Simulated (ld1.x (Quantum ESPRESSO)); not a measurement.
## Tc: one change to a TM potential, before and after

| Quantity | Value |
| --- | --- |
| Element | Tc (Z = 43) |
| Generator | ld1.x (Quantum ESPRESSO) 7.5 |
| Type | norm-conserving Troullier–Martins (Kleinman–Bylander form) |
| Functional | PBE |
| Relativity | scalar-relativistic |
| Frozen core | [Kr] |
| Valence charge | 7 |
| Reference configuration | 4d5 5s2 5p0 |
| Partial waves | 5s (bound): rc 2.30 bohr; 4d (bound): rc 2.30 bohr; 5p (bound, empty): rc 2.95 bohr |
| Local potential | the p channel |
| Core correction | a·sin(br)/r model core, default radius (core density twice the valence density) |

Change: functional LDA (PZ).

Cutoffs: the cutoffs (Ry, on a coarse ladder) from which the occupation-weighted sum of valence levels, in a spherical-Bessel basis at the reference potential, stays within 10 and 1 mRy of its value at 400 Ry; they do not see the model core or the augmentation charge, which bear on the density cutoff. Errors are all-electron minus pseudo energies relative to the spin-unpolarised reference configuration.

Q: What does the change do?

A: The potential gets neither clearly harder nor softer (35 Ry and 45 Ry → 35 Ry and 45 Ry); the number of tests with a reliable result goes from 7 to 9; of the 7 tests that both files solve, the error grows in 0 and shrinks in 4 by more than 15 % and 0.3 meV (median size 54.7 → 46.1 meV); neither file shows a bound ghost.

```csv
quantity,base,changed
"cutoff, loose",35 Ry,35 Ry
"cutoff, tight",45 Ry,45 Ry
bound ghosts,none,none
"error for 4d5 5s1 5p0, meV [ΔE 8.15 → 8.43 eV]",-6.6,-5.1
"error for 4d5 5s0 5p0, meV [ΔE 23.00 → 23.63 eV]",-55,-46
"error for 4d4 5s0 5p0, meV [ΔE 51.71 → 52.56 eV]",-343,-327
"error for 4d5 5s0 5p1, meV [ΔE 12.74 → 13.11 eV]",-18,-13
"error for 4d4 5s2 5p0, meV [ΔE 11.64 → 11.80 eV]",-97,-90
"error for 4d5 5s0 5p2, meV [ΔE 7.71 → 7.89 eV]",-14,-10
"error for 4d6 5s0 5p0, meV [ΔE 6.17 → 6.55 eV]",-181,-164
s: phases at 3.18 bohr within 0.05 rad from the reference energy up to (Ry; the scan ends near 5),0.8,0.8
p: phases at 3.18 bohr within 0.05 rad from the reference energy up to (Ry; the scan ends near 5),2.1,2.1
d: phases at 3.18 bohr within 0.05 rad from the reference energy up to (Ry; the scan ends near 5),0.3,0.3
```
